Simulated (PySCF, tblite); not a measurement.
Task: Write Cartesian coordinates for `O=N/C=C/Cl` as optimised with GFN2-xTB.

Result: 
```
atom  x, y, z in Å
O1    -2.0370   -0.6557   -0.1213
N2    -1.4847    0.3890    0.1848
C3    -0.1618    0.6078   -0.0759
C4     0.7399   -0.3973   -0.0378
Cl5    2.4126   -0.1616    0.0584
H6     0.1245    1.6487   -0.0707
H7     0.4098   -1.4259    0.0355
```

Orientation and origin are arbitrary. Atoms count from 1 in this order. Of the pairs four or more bonds apart, O1···H7 is among the closest relative to their van der Waals radii: 2.57 Å, 94 % of the sum of Bondi's values.

Bonds between heavy atoms (Å): O1=N2 1.221, N2–C3 1.366, C3=C4 1.351, C4–Cl5 1.692.

The geometry is computed with GFN2-xTB (gas phase).

Point group: near Cs, missed by 0.39 Å at most; the miss may be what the optimiser left on a soft mode. No frequency check. The numbers are those of one conformer (O1–N2–C3–C4 -34°).


Q: Give a GFN2-xTB geometry of `[SiH3]C1=CP1`.

A: 
Z-matrix in Å and degrees, rows numbered from 1:
```
Si
C   1  1.8673
C   2  1.3092  1  148.71
P   3  1.8288  2   70.99  1  -179.46
H   1  1.4638  2  107.62  3    -0.04
H   1  1.4620  2  108.01  3   120.31
H   1  1.4634  2  107.34  3  -119.73
H   3  1.0672  2  145.56  4   177.15
H   4  1.4217  2   97.36  3    93.10
```

The 3-membered ring C2–C3–P4 has internal angles of 41.4° to 71.0°. P4 (phosphine phosphorus) is pyramidal (angles 97.6°, 97.4° and 41.4°, sum 236.4°, 1.02 Å off the plane of its three neighbours). Si1 (SiH3 silicon) is tetrahedral (angles from 107.3° to 111.4°). The C–P distances run from 1.829 Å (C3–P4, drawn single) to 1.871 Å (C2–P4, drawn single), a spread of 0.042 Å.

Computed geometry: GFN2-xTB, gas phase.

Its GFN2-xTB frequencies are all real (lowest 53 cm⁻¹).
